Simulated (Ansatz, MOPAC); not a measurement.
Process, species as SMILES: IB(I)C [diiodo(methyl)borane] → B(I)([CH2-])I + H+

Wanted: gas-phase deprotonation energy (enthalpy at 298 K), in kcal/mol. Conventions: LANL2DZ with its own core potentials from Na on; def2 sets with scalar-relativistic core potentials past Kr; no spin-orbit coupling; dispersion terms only where a functional's name holds one. First-principles rows: single points at B3LYP-D3(BJ) geometries (Ansatz, an electronic-structure program), with unscaled harmonic terms from B3LYP/6-31G* (LANL2DZ past Ar) (Ansatz) at its own minima. Semi-empirical rows: MOPAC heats of formation at their own minima for 298 K, the proton's as measured. Sets without +, aug- or the D of def2-TZVPD hold no diffuse functions, which anions need.

```csv
species,coefficient,"E at B3LYP/LANL2DZ (Ansatz), Eh","E at B3LYP/def2-TZVPD (Ansatz), Eh","H(298 K) - E, kcal/mol","heat of formation at PM6 (MOPAC), kcal/mol"
CB(I)I,-1,-87.57616,-660.45677,30.25,0.14
[CH2-]B(I)I,+1,-87.01959,-659.90311,22.19,-36.28
H+,+1,0.00000,0.00000,1.48,365.69
```

 1 Eh = 627.5095 kcal/mol.

Q: Work the quantity out at each level.

A: 
- B3LYP/LANL2DZ: the sum of coefficient times E is 0.55657 Eh, or 349.25 kcal/mol; the thermal terms add -6.58. Result: 342.7 kcal/mol.
- B3LYP/def2-TZVPD: the sum of coefficient times E is 0.55366 Eh, or 347.43 kcal/mol; the thermal terms add -6.58. Result: 340.8 kcal/mol.
- PM6: the sum of coefficient times heat of formation is 329.27 kcal/mol; it needs no thermal term.
